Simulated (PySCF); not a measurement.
Match the calculated data to a structure.

All candidates are C5H9NO2.

| technique | computed result |
| --- | --- |
| 13C NMR | chemical shifts (computed TMS as zero) by class: 168.7 (1 C), 163.6 (1 C), 128.9 (1 C), 64.4 (1 C), 26.6 (1 C) ppm [GIAO PBE0/pcSseg-1] |
| 1H NMR | chemical shifts (computed TMS as zero) by class: 7.00 (1 H), 5.62 (1 H), 5.59 (1 H), 4.93 (1 H), 4.59 (2 H), 3.26 (3 H) ppm [GIAO PBE0/pcSseg-1] |
| Polarisability | 80.7 au [PBE0/def2-SVPD] |
| UV, strongest line | among the 6 lowest singlet transitions: S3 at 5.66 eV (219 nm, f = 0.274) [TDDFT PBE0/def2-SVPD] |
| NMR, other nuclei | isotropic shieldings of nuclei other than C and H, by class: 138 (1 N), -25 (1 O), 298 (1 O) ppm [GIAO PBE0/pcSseg-1] |
| Dipole | 5.13 D [PBE0/def2-SVPD] |
| Triplet | lowest triplet excitation (Tamm–Dancoff): 3.75 eV [TDA PBE0/def2-SVPD] |
| Rotational structure | rotational constants A, B, C: 4.786, 1.181, 0.986 GHz [GFN2-xTB] |
| UV, first state | lowest singlet excitation: 4.59 eV (270 nm, f = 0.001) [TDDFT PBE0/def2-SVPD] |

Gas-phase values; electronic properties from PySCF, density fitting. Levels stand in brackets. Isolated species at its GFN2-xTB geometry (one conformer only). NMR classes are plain means over equivalent atoms (diastereotopic ones count apart unless rotation or inversion swaps them), as if these changed places fast.

Problem. Which candidate is it?
A. `C=C(CO)CNC=O`
B. `CNC(=O)/C=C\CO`
C. `NC(=O)[C@H]1CCCO1`

Solution. B. It is `CNC(=O)/C=C\CO`. Numbering: `[CH3:1][NH:2][C:3](=[O:4])/[CH:5]=[CH:6]\[CH2:7][OH:8]`. Its formula, C5H9NO2, gives 2 degrees of unsaturation: 0 rings and 2 π bonds in the structure found. 5 carbons fall into 5 classes; from least to most shielded: amide carbonyl carbon [C3] (168.7 ppm), alkene CH carbon [C6] (163.6 ppm), alkene CH carbon [C5] (128.9 ppm), carbinol carbon (C–OH) [C7] (64.4 ppm), N-methyl carbon [C1] (26.6 ppm). Hydrogen classes from least to most shielded: 1 H on an alkene CH carbon, C6 (7.00 ppm), 1 H on an alkene CH carbon, C5 (5.62 ppm), 1 H on an alcohol oxygen, O8 (5.59 ppm), 1 H on an amide nitrogen, N2 (4.93 ppm), 2 H on a carbinol carbon (C–OH), C7 (4.59 ppm, a mean of values up to 0.6 ppm apart in this geometry), 3 H on an N-methyl carbon, C1 (3.26 ppm, a mean of values up to 2.0 ppm apart in this geometry). The other shieldings belong to: 138 ppm, amide nitrogen [N2]; -25 ppm, amide oxygen [O4]; 298 ppm, alcohol oxygen [O8]. S1 is mainly HOMO→LUMO (weight 0.89); the largest Löwdin shares of the orbital it empties are 0.59 on the alcohol oxygen, 0.10 on the carbinol carbon (C–OH), 0.08 on the amide oxygen and 0.07 on an alkene CH carbon, of the orbital it fills 0.29 on an alkene CH carbon, 0.19 on an alkene CH carbon, 0.15 on the amide carbonyl carbon and 0.10 on the amide oxygen. The optimised geometry has point group C1 and is an asymmetric top.

The others, at the same levels:
- `C=C(CO)CNC=O` fails: its computed 13C shifts are 159.5 (1 C), 155.5 (1 C), 124.0 (1 C), 74.1 (1 C), 46.3 (1 C) ppm, 1H shifts are 8.19 (1 H), 6.44 (1 H), 5.53 (1 H), 5.40 (1 H), 4.46 (2 H), 4.32 (2 H), 0.48 (1 H) ppm and rotational constant A is 3.324 GHz (against 4.786 GHz).
- `NC(=O)[C@H]1CCCO1` fails: its computed 13C shifts are 175.5 (1 C), 84.1 (1 C), 73.2 (1 C), 31.6 (1 C), 28.2 (1 C) ppm, 1H shifts are 6.55 (1 H), 4.60 (1 H), 4.44 (1 H), 4.26 (1 H), 3.99 (1 H), 2.84 (1 H), 1.88 (1 H), 1.77 (1 H), 1.64 (1 H) ppm and rotational constant A is 3.617 GHz (against 4.786 GHz).

Each candidate is one conformer, not necessarily the lowest. The conformers computed, where there is a choice (atom-mapped SMILES and torsion angles):
- `[CH3:1][NH:2][C:3](=[O:4])/[CH:5]=[CH:6]\[CH2:7][OH:8]`: C1–N2–C3–O4 0°, N2–C3–C5–C6 179°, C5–C6–C7–O8 48°, H–O8–C7–C6 -62°

The conformers of `C=C(CO)CNC=O` and `NC(=O)[C@H]1CCCO1` aren't listed.
